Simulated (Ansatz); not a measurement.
Consider the hydrogenolysis of the Se–C bond: `C[Se][InH][Cl]` + H₂ → `[Cl][InH][SeH]` + CH₄.

Gas-phase electronic energies from Ansatz, PBE0-D4/def2-TZVP geometries. CBS: MP2 limit from def2 TZ/QZ plus the TZ coupled-cluster correction, frozen cores. This one scheme is used for every species. Functionals use def2-TZVPP. def2 core potentials past Kr. For In, Se outer-core shells are correlated without core-valence functions, which leaves a few kJ/mol of doubt a bond. Scalar relativity is left out up to krypton. Each species was taken in one conformer, which may not be the lowest.

`C[Se][InH][Cl]`:

```xyz
8

C     0.913   -0.808    0.856
Se   -0.921   -1.229    0.300
In   -1.389    0.788   -1.057
Cl    0.445    2.246   -1.066
H     0.941    0.139    1.387
H     1.211   -1.617    1.521
H     1.571   -0.774   -0.008
H    -2.772    1.255   -1.932
```

H₂:

Cartesian coordinates in Å:
```
H -0.339 -0.020 -0.156
H 0.339 0.020 0.156
```

`[Cl][InH][SeH]`:

Z-matrix (Å, degrees):
```
In
Cl 1 2.330
Se 1 2.485 2 110.9
H 1 1.702 2 119.0 3 180.0
H 3 1.470 1 91.8 2 180.0
```

CH₄:

Cartesian coordinates in Å:
```
C 0.000 0.000 0.000
H -0.410 0.035 -1.009
H -0.792 0.198 0.721
H 0.780 0.754 0.101
H 0.422 -0.987 0.186
```

```json
{"level": "BLYP-D4", "ΔE (kcal/mol)": "-16.5", "difference from CCSD(T)/CBS": "0.9"}
{"level": "r2SCAN-D4", "ΔE (kcal/mol)": "-18.0", "difference from CCSD(T)/CBS": "-0.6"}
{"level": "B97M-V", "ΔE (kcal/mol)": "-20.1", "difference from CCSD(T)/CBS": "-2.7"}
{"level": "r2SCAN0-D4", "ΔE (kcal/mol)": "-18.9", "difference from CCSD(T)/CBS": "-1.5"}
{"level": "BHLYP-D4", "ΔE (kcal/mol)": "-19.4", "difference from CCSD(T)/CBS": "-2.0"}
{"level": "CAM-B3LYP-D4", "ΔE (kcal/mol)": "-19.5", "difference from CCSD(T)/CBS": "-2.1"}
{"level": "ωB97X-V", "ΔE (kcal/mol)": "-18.4", "difference from CCSD(T)/CBS": "-1.0"}
{"level": "PBE-QIDH", "ΔE (kcal/mol)": "-18.7", "difference from CCSD(T)/CBS": "-1.3"}
{"level": "r2SCAN", "ΔE (kcal/mol)": "-18.4", "difference from CCSD(T)/CBS": "-1.0"}
{"level": "PBE0", "ΔE (kcal/mol)": "-19.6", "difference from CCSD(T)/CBS": "-2.2"}
{"level": "MP2/def2-SVP", "ΔE (kcal/mol)": "-20.6", "difference from CCSD(T)/CBS": "-3.2"}
{"level": "CCSD(T)/def2-TZVPP", "ΔE (kcal/mol)": "-17.9", "difference from CCSD(T)/CBS": "-0.5"}
{"level": "HF/def2-QZVPP", "ΔE (kcal/mol)": "-23.8", "difference from CCSD(T)/CBS": "-6.4"}
{"level": "MP2/def2-QZVPP", "ΔE (kcal/mol)": "-16.1", "difference from CCSD(T)/CBS": "1.3"}
{"level": "HF/CBS(def2)", "ΔE (kcal/mol)": "-23.8", "difference from CCSD(T)/CBS": "-6.4"}
{"level": "CCSD/CBS(def2)", "ΔE (kcal/mol)": "-18.7", "difference from CCSD(T)/CBS": "-1.3"}
{"level": "CCSD(T)/CBS", "ΔE (kcal/mol)": "-17.4", "difference from CCSD(T)/CBS": "0"}
```

Largest T1 diagnostic among the species: 0.012.

Leaving LDA and LC-ωPBE aside and taking each functional with its dispersion term where it has one, the values, not all of them listed here, spread over 4.7 kcal/mol, from B97M-V to revPBE-D4. From r2SCAN to r2SCAN0 (25 % exact exchange), in def2-TZVPP and without D4, ΔE moves by −1.0 kcal/mol.
